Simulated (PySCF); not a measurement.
**Where the electron goes**

Species: C6H9PSi.
Geometry (GFN2-xTB, Å), atoms numbered from 1 in this order:
```xyz
17
C6H9PSi angstrom
C     -2.5325   -0.7403    0.3249
C     -1.3158    0.1214    0.1389
C     -1.4504    1.4956    0.0817
P     -0.1628    2.6352   -0.1337
C      1.1840    1.5519   -0.2314
C      1.1309    0.1695   -0.1502
Si     2.7233   -0.8491   -0.2496
C     -0.0758   -0.4988    0.0257
H     -2.6730   -1.3841   -0.5431
H     -3.4265   -0.1352    0.4555
H     -2.4132   -1.3802    1.1986
H     -2.4451    1.9155    0.1766
H      2.1531    2.0173   -0.3699
H      3.0436   -1.3502    1.0900
H      2.4991   -1.9760   -1.1577
H      3.8069   -0.0006   -0.7443
H     -0.0526   -1.5799    0.0782
```

Level of theory: PySCF, TDDFT CAM-B3LYP/def2-SVPD, vertical, gas phase, core orbitals frozen in the response. GFN2-xTB frequencies show an imaginary mode (29i cm⁻¹), so this geometry is no minimum at that level.

Kohn–Sham orbitals with the atoms that hold most of them (Löwdin shares over 4%, at most four atoms; ? is withheld):

| orbital | ε (eV) | atoms |
| --- | --- | --- |
| LUMO+2 | 1.08 | Si7 33%, C1 8%, C8 8%, H17 6% |
| LUMO+1 | 0.19 | C5 19%, C6 18%, C2 17%, C3 14% |
| LUMO | ? | P4 32%, C8 17%, C3 15%, C5 12% |
| HOMO | -8.17 | ? |
| HOMO-1 | -8.80 | ? |
| HOMO-2 | -8.92 | P4 58%, C5 11%, C3 10%, C6 8% |
| HOMO-3 | -10.12 | C6 15%, P4 15%, C5 13%, C3 12% |

(1) Give the leading atoms of the HOMO-1.

(2) Give the leading atoms of the HOMO.

(3) What is the LUMO energy, and the HOMO–LUMO gap?

Results:

(1) C3 (bonded to C, P and H) 24%; C6 (bonded to 2 C and Si) 18%; C2 (bonded to 3 C) 16%; C5 (bonded to C, P and H) 16%.

(2) P4 (bonded to 2 C) 28%; C8 (bonded to 2 C and H) 21%; C5 (bonded to C, P and H) 17%; C3 (bonded to C, P and H) 10%. By element: carbon 48% or more, phosphorus 28%.

(3) ε(LUMO) = -0.52 eV; the gap is 7.66 eV (0.2814 hartree).

Q: The HOMO–LUMO gap is 7.66 eV. Where does the response calculation put the lowest singlet, and from which orbitals?

A: S1 is at 4.74 eV (f = 0.0079), 2.91 eV below the gap, made of HOMO-1→LUMO (44%), HOMO→LUMO+1 (41%), HOMO→LUMO (12%). Its leading pair isn't HOMO and LUMO; the energies of that pair differ by 8.28 eV. 

Q: Give energy, strength and leading configuration of S2, S3, S4 and S7, and follow the Löwdin shares of the leading atoms from the occupied to the empty orbital.

A: 
- S2 (4.93 eV, f 0.018), HOMO-2→LUMO (98%): P4 58% → 32%, C5 11% → 12%, C8 at most 8% → 17%
- S3 (5.08 eV, f 0.085), HOMO→LUMO (77%): P4 28% → 32%, C8 21% → 17%
- S4 (5.59 eV, f 0.0000), HOMO-2→LUMO+1 (97%): P4 58% → at most 15%, C5 11% → 19%, C6 8% → 18%
- S7 (6.45 eV, f 0.503), HOMO-1→LUMO+1 (87%): C3 24% → 14%, C6 18% → 18%, C5 16% → 19%
